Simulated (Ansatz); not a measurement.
`[NH2][Al]([SH])[CH2]F`, charge 0, multiplicity 1.

Question: Give a relaxed structure at PBE0-D4/def2-TZVP (Ansatz 0.2.0). (Estimate.)

Answer: Computed: 
Z-matrix (Å, degrees):
```
C
F 1 1.404
Al 1 1.977 2 108.9
H 1 1.096 2 107.6 3 122.9
H 1 1.096 2 107.6 3 -122.8
S 3 2.190 1 118.8 2 179.6
N 3 1.759 1 118.8 2 -0.5
H 6 1.344 3 93.5 1 179.9
H 7 1.008 3 122.0 1 0.1
H 7 1.006 3 127.3 1 -180.0
```
Point group Cs.
This is one stationary point; other conformers may exist.
